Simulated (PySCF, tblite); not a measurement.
Isomers of C3H7F3P2. Calculated harmonic vibrations of the isolated species, GFN2-xTB (tblite), most abundant isotopes, no scaling. Against measured fundamentals such values can be off by several per cent, at times by over 20. Modes of hydrogen on phosphorus can be 10 to 20 % off. One conformer each.

Electronic energies: PBE0/pcSseg-1 single points on the GFN2-xTB geometries (PySCF, gas phase).

| SMILES | electronic energy, lowest = 0 (kJ/mol) |
| --- | --- |
| CP(P)CC(F)(F)F | 0.0 |
| CCP(P)C(F)(F)F | 34.4 |
| CP(CP)C(F)(F)F | 47.5 |

How do GFN2-xTB zero-point energies change the relative energies?

| SMILES | ZPE (kJ/mol) | of it from modes above 1550 cm⁻¹ | electronic (kJ/mol) | with ZPE, lowest = 0 (kJ/mol) | lowest mode (cm⁻¹) | rings |
| --- | --- | --- | --- | --- | --- | --- |
| CP(P)CC(F)(F)F | 252.1 | 116.9 | 0.0 | 0.0 | 24 | 0 |
| CCP(P)C(F)(F)F | 253.9 | 116.7 | 34.4 | 36.3 | 40 | 0 |
| CP(CP)C(F)(F)F | 249.0 | 116.5 | 47.5 | 44.4 | 46 | 0 |

The zero-point energies span 4.9 kJ/mol, from `CP(CP)C(F)(F)F` to `CCP(P)C(F)(F)F`. The order is unchanged.

And how do the electronic energies of GFN2-xTB itself compare?

`CP(P)CC(F)(F)F` 0.0; `CCP(P)C(F)(F)F` 16.1; `CP(CP)C(F)(F)F` 75.6 kJ/mol, lowest = 0. Against the energies above, taken from the same isomer `CP(P)CC(F)(F)F`, the largest difference is 28.1 kJ/mol.
